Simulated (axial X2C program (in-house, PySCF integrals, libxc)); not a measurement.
**What spin–orbit coupling does to ZrS**

All values were computed with an axial X2C code built on PySCF integrals. Spin-free means the one-electron spin-free X2C Hamiltonian; two-component (2c) means X2C with spin–orbit coupling and atomic mean-field two-electron Coulomb and Gaunt terms, so the difference of the two also holds small scalar two-electron terms. Basis: Zr dyall-cv3z [11s12p9d6f3g], S dyall-av3z [9s8p3d2f] (cores contracted in-house); Gaussian nuclei, density fitting, unrestricted open shells. Masses: Zr 89.905 u, S 31.972 u.

Spin-free state: M_S = 1, Λ = 2 (beyond evenly filled blocks: σα, δ+α); fragments Zr + S.

| level | Re (Å) | ωe (cm⁻¹) | De (eV) | μ (D) |
| --- | --- | --- | --- | --- |
| PBE0 | 2.182 | 540.0 | 5.784 | -5.46 |
| r2SCAN0 | 2.181 | 544.2 | 5.470 | -5.79 |

Dipoles are positive if S is the positive end.

Two-component determinant lowest at the distance of the search:

Ω = 1 (⟨Sz⟩ = -1.00, ⟨Lz⟩ = 2.00 at PBE0); fragments Zr + S.

```csv
level,Re (Å),ωe (cm⁻¹),μ (D)
PBE0,2.182,539.7,-5.46
r2SCAN0,2.182,543.9,-5.79
```

Task: From the two tables, how do the constants change at the PBE0 level (2c against spin-free)?

Result: At the PBE0 level Re is unchanged within 0.001 Å and ωe falls by 0.3 cm⁻¹.

The state is a single determinant with fixed occupations, the lowest that a limited PBE0 search found. Dissociation energies refer to the lowest single-determinant-based atoms at the same level and basis. De is not given where an atomic determinant may have missed its ground term or J level, or where the truncated virtual space spoils (T). Density functionals use the spin component along the axis (collinear). Other states lie close and PBE0, whose exact exchange favours high spin, may order them wrongly; the determinant shown need not be the ground state. The nearest other spin-free determinant of the search, M_S = 0, Λ = 0, lies 0.33 eV up at the distance of the search. Without a current term, density functionals place determinants with orbital angular momentum somewhat too high. With several unpaired electrons one determinant need not be a pure state. The determinant is spin-polarised beyond a pure state at some levels (its spin-free form has ⟨S²⟩ too high), which makes Re and μ there less reliable.
